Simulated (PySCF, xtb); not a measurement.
C4H4O2, SMILES c1cc(O)oc1. One conformer was computed; it need not be the lowest.

Harmonic wavenumbers (cm⁻¹) from GFN2-xTB (xtb) at its own minimum, in rising order: 288, 313, 386, 582, 629, 660, 742, 786, 837, 855, 965, 1039, 1083, 1124, 1159, 1201, 1294, 1394, 1527, 1614, 3178, 3183, 3195, 3553.

What does PBE-D3(BJ)/def2-SVP in PySCF 2.14.0 give at its own minimum? (The exact figures need the calculation; the answer reports its results.)

260, 291, 430, 594, 638, 679, 680, 720, 831, 870, 951, 992, 1070, 1123, 1159, 1229, 1312, 1450, 1533, 1622, 3184, 3196, 3227, 3744. Paired by order, the mean absolute difference is 30 cm⁻¹ and the zero-point energies are 45.2 and 45.4 kcal/mol.
